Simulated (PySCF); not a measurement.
CH8O2Si2, SMILES C[Si](O)(O)[SiH3]. Atoms are numbered in the order given.

```xyz
13

Si     1.6860     0.9321    -0.0107
Si    -0.3504    -0.2262     0.0239
C     -1.7482     0.8039    -0.6804
O     -0.2516    -1.6704    -0.8157
O     -0.5951    -0.6245     1.6195
H      2.0247     1.3179    -1.4196
H      2.7986     0.0871     0.5216
H      1.6081     2.1911     0.7957
H     -1.8832     1.7236    -0.0900
H     -2.7000     0.2477    -0.6647
H     -1.5438     1.1028    -1.7215
H     -0.5400    -1.6615    -1.7323
H     -1.2010    -1.3556     1.7787
```

Geometry optimised at PBE0-D3(BJ)/def2-SVP. The structure was generated by enumeration, and PubChem lists no compound with its InChIKey, so it may never have been made. One conformer was computed; it need not be the lowest.

Method: PySCF with PBE0-D3(BJ)/def2-SVP.

Frequencies are harmonic and unscaled.

```csv
mode,ν (cm⁻¹),IR (km/mol),moving atoms (share of kinetic energy)
1,87,34.5,H 86 %
2,108,43.6,"H 74 %, O 16 %"
3,129,1.8,"H 35 %, O 30 %, Si 20 %, C 15 %"
4,137,14.9,"H 60 %, O 26 %, Si 11 %"
5,164,36.0,H 89 %
6,165,28.6,"H 69 %, O 19 %, Si 9 %"
7,225,7.9,"O 36 %, H 31 %, C 19 %, Si 13 %"
8,254,22.5,"Si 36 %, O 34 %, H 21 %, C 9 %"
9,332,60.5,"O 52 %, H 32 %, Si 10 %"
10,438,21.9,"Si 64 %, H 23 %, O 10 %"
11,505,21.9,"H 76 %, Si 15 %"
12,508,20.3,"H 81 %, Si 15 %"
13,680,82.7,"C 35 %, H 28 %, Si 21 %, O 15 %"
14,731,52.5,"H 80 %, C 15 %"
15,759,113.1,"H 76 %, C 16 %"
16,797,139.6,"H 58 %, O 36 %"
17,816,168.1,"H 43 %, O 31 %, Si 18 %"
18,858,245.1,"H 73 %, Si 17 %, O 9 %"
19,911,28.9,"H 51 %, Si 28 %, O 18 %"
20,927,7.2,"H 83 %, Si 10 %"
21,936,65.1,H 95 %
22,954,132.0,"Si 37 %, H 34 %, O 27 %"
23,1262,39.8,"H 77 %, C 22 %"
24,1423,6.2,H 96 %
25,1428,3.7,H 96 %
26,2204,78.3,H 98 %
27,2217,85.5,H 97 %
28,2231,89.2,H 96 %
29,3048,1.8,H 97 %
30,3150,4.2,"H 91 %, C 9 %"
31,3160,1.9,"H 91 %, C 9 %"
32,3913,93.9,H 94 %
33,3941,94.7,H 94 %
```
